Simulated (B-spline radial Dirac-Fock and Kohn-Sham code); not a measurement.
Dipole and non-dipole photoemission parameters of W²⁺ 4p3/2

System: tungsten as W²⁺, [Xe] 4f14 5d4; threshold 436.4 eV (orbital energy of the model). These are calculated numbers from a radial finite-basis atomic code; the model is Dirac-Hartree-Slater photoionisation with a Latter tail; cross sections with all multipoles, angular parameters from the dipole term and its interference with E2.

```
hν (eV)  σ (kb)       β       γ      δ
    465     232  -0.644  -0.186  0.064
    600     199   0.409  -0.020  0.089
    650     187   0.611   0.079  0.081
    840       ?       ?       ?      ?
   1290    86.3   1.431   0.276  0.011
   1920    47.1   1.612   0.092  0.001
   2000    44.1   1.625   0.073  0.001
   2860    23.6   1.705  -0.038  0.002
   3280    18.2   1.723  -0.045  0.004
   3310    17.9   1.724  -0.044  0.004
   3740    14.1   1.734  -0.029  0.006
   4580    9.38   1.742   0.041  0.008
 5414.7    6.59   1.740   0.142  0.011
   6000    5.27   1.736   0.223  0.013
   6260    4.80   1.733   0.261  0.013
   6360    4.63   1.732   0.275  0.014
   6780    4.01   1.727   0.337  0.015
 8047.8    2.71   1.709   0.526  0.019
  10900    1.31   1.661   0.933  0.028
  12000    1.03   1.642   1.079  0.032
  13800   0.723   1.611   1.304  0.039
```

Question: Give the values at 840 eV.

Answer: σ = 147 kb, β = 1.046, γ = 0.290, δ = 0.047.
